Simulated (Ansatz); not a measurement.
Te(SH)(GeH3) (GeH₄STe), SMILES S[Te][GeH3].

Geometry optimised at B3LYP-D3(BJ)/def2-SVP. This is a generated structure with no PubChem entry under its InChIKey; it may be hypothetical. The def2 effective core potentials stand for the cores of Te; spin–orbit coupling is left out. One conformer was computed; it need not be the lowest.

Two levels are set side by side: PBE/def2-SVPD (Ansatz, a quantum-chemistry and plane-wave program) and PBE0/def2-SVPD (Ansatz). Energy differences of separate SCF runs at the same geometry; the states with an electron removed or added have multiplicity 2 and 2. Differences are taken from unrounded values.

| quantity | PBE0 | PBE | PBE minus PBE0 |
|---|---|---|---|
| vertical ionisation energy (eV) | 8.49 | 8.39 | -0.10 |
| vertical electron affinity (eV) | 0.61 | 0.63 | 0.02 |
| vertical singlet–triplet gap (eV) | 2.49 | 2.46 | -0.03 |
